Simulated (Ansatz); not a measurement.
A structure relaxed at PBE0-D4/def2-TZVP, charge 0, multiplicity 1:

Cartesian coordinates in Å:
```
F 1.9039 1.3647 1.0501
B 1.1939 0.5397 0.3143
Si 0.3950 -1.2217 0.4528
Sn -0.8277 0.9335 -0.5766
H 0.3958 -2.2531 1.5293
H 0.3633 -1.8234 -0.9065
H -1.8795 2.0641 0.1606
H -1.5447 0.3962 -2.0239
```

Task: Give its formula and SMILES.

Result: BFH4SiSn, `F[B]1[SiH2][SnH2]1`.

Task: Summarise the bond lengths by kind.

Result: 1 × B–F 1.314 Å; 1 × B–Si 1.939 Å; 1 × B–Sn 2.244 Å; 1 × Si–Sn 2.683 Å; 2 × H–Si 1.487 to 1.491 Å; 2 × H–Sn 1.702 to 1.711 Å.

All numbers were calculated with Ansatz.
